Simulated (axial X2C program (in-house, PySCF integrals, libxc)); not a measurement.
LiGa: from Re and ωe to a spectrum

A bond curve at the CCSD(T) level, two-component, was computed with an in-house relativistic program for diatomic molecules (basis Ga dyall-cv3z [9s9p7d4f1g], Li dyall-cv3z [7s8p2d] (cores contracted in-house)) for the state Ω = 0 (closed shell). Its fit gives Re = 2.8515 Å, ωe = 275.9 cm⁻¹, ωexe = 1.75 cm⁻¹ and αe = 3.226e-03 cm⁻¹; the masses are 68.9256 and 7.0160 u. Two-component means X2C with spin–orbit coupling and atomic mean-field Coulomb and Gaunt terms.

Correlated methods: 14 electrons correlated (number of frozen shells: Ga 3 s, 2 p; Li 1 s), 234 virtual spin orbitals or spinors in MP2, 90 natural virtuals in coupled cluster.

Task: Find the reduced mass, Be and the force constant.

Result: From the CCSD(T) values: μ = 6.3678 u. Be = 16.8576/(μ Re²) = 0.3256 cm⁻¹. k = 5.8918×10⁻⁷ μ ωe² = 0.286 mdyn/Å.

Task: Where do the fundamental and the first overtone lie?

Result: ν(1←0) = ωe − 2ωexe = 272.4 cm⁻¹; ν(2←0) = 2ωe − 6ωexe = 541.3 cm⁻¹.

Task: A Morse curve ties αe to the other constants (Pekeris). How well does that hold?

Result: αe(Morse) = 6Be²/ωe × (√(ωexe/Be) − 1) = 3.039e-03 cm⁻¹; the CCSD(T) curve gives 3.226e-03 cm⁻¹, a ratio of 0.94.

Task: Give B0, the J = 1←0 line in GHz and the most populated J at 300 K (kT = 208.5 cm⁻¹).

Result: B0 = Be − αe/2 = 0.324 cm⁻¹; 2B0 = 19.42 GHz; J(max) ≈ √(kT/2B0) − 1/2 = 17.4, so J = 17.

Task: Estimate the centrifugal constant by the Kratzer relation.

Result: D = 4Be³/ωe² = 1.81e-06 cm⁻¹.

One determinant describes the state; a PBE0 search over occupations chose it and may have missed a lower one. CCSD and (T) use frozen natural virtuals with an MP2 correction for the truncation; (T) itself is uncorrected, so its De runs slightly low. Other states lie close and PBE0, whose exact exchange favours high spin, may order them wrongly; the determinant shown need not be the ground state. The nearest other 2c determinant of the search, Ω = 2, lies 0.21 eV up at the distance of the search.
